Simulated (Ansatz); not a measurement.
Br₃HSi (`Br[SiH](Br)Br`), one more setting.

```yaml
crystal:
  periodic: [false, false, false]
  atoms:
    - {symbol: Br, position_ang: [1.170684, -1.220320, 1.354512]}
    - {symbol: Si, position_ang: [-0.085864, 0.043478, 0.067223]}
    - {symbol: Br, position_ang: [1.138549, 1.611055, -0.869128]}
    - {symbol: Br, position_ang: [-1.044562, -1.185216, -1.483412]}
    - {symbol: H, position_ang: [-1.129008, 0.677303, 0.889404]}
basis:
  gaussian: {orbitals: pcseg-2, final_grid: {core_spheres: 8, valence_spheres: 7, degree: 23}}
magnetization: {spin_polarized: true, initial_magnetization: 2}
hamiltonian: {xc: {name: r2SCAN0}, dispersion: d3bjatm, pseudopotentials: {relativity: scalar}}
output: {forces: true}
```

```sh
$ ansatz run in.yaml --threads 4 --pin off --events-out ev --progress --plain --max-ram 10444MiB
```

Shortened log:

```
Functional definition: r2SCAN0
  name "r2SCAN0"
  cite "Bursch, Neugebauer, Ehlert & Grimme, J. Chem. Phys. 156, 134105 (2022) doi:10.1063/5.0086040"
  cite "Furness, Kaplan, Ning, Perdew & Sun, J. Phys. Chem. Lett. 11, 8208 (2020) doi:10.1021/acs.jpclett.0c02405"
  cite "Furness, Kaplan, Ning, Perdew & Sun, J. Phys. Chem. Lett. 11, 9248 (2020) doi:10.1021/acs.jpclett.0c03077"
  parent r2scan
  parameter a = 0.25
  parameter k0 = 0.174
  parameter k1 = 0.065
  parameter a1 = 4.9479
  exchange = (1 - a)*r2scan_x(k0 = k0, k1 = k1, a1 = a1) + a*exact_x
  correlation = r2scan_c
1126 factors; integrals over basis functions are off by at most 5.1e-4 eV
mean field evaluation 1: about -220073.9157 eV, gradient 8.8e0 eV
mean field evaluation 2: about -220074.1007 eV, gradient 8.0e0 eV
mean field evaluation 4: about -220074.4879 eV, gradient 4.5e-1 eV
mean field evaluation 8: about -220074.5543 eV, gradient 3.0e-1 eV
mean field evaluation 16: about -220074.5551 eV, gradient 2.5e-3 eV
mean field evaluation 32: about -220074.5551 eV, gradient 8.5e-5 eV
mean field -220074.55512271 eV, -8087.5907288686 hartree, gradient 5.1e-6 eV, S^2 2.010491; 7 other end points of the search recorded, 0 dependent functions left out
the calculation of the forces begins
reference -220074.55513398 eV, -8087.5907292825 hartree; 61, 59 occupied and 116, 118 virtual orbitals, 1126 factors
Total energy: -220074.62686810 eV, -8087.5933654627 hartree
Relativity: scalar
Atom 0 at     1.170684    -1.220320     1.354512 Å, force     1.353232    -1.519104     2.106085 eV/Å
Atom 1 at    -0.085864     0.043478     0.067223 Å, force    -0.664757     0.404797     0.521715 eV/Å
Atom 2 at     1.138549     1.611055    -0.869128 Å, force     1.308628     2.425233    -0.989562 eV/Å
Atom 3 at    -1.044562    -1.185216    -1.483412 Å, force    -1.733437    -1.471181    -1.845814 eV/Å
Atom 4 at    -1.129008     0.677303     0.889404 Å, force    -0.263665     0.160255     0.207575 eV/Å
Dipole moment:    -0.047438     0.028849     0.037166 e Å
```

It took 24 s on 4 threads of an Intel Xeon Platinum 8488C on a shared host, with 1 GiB of host memory at the peak.
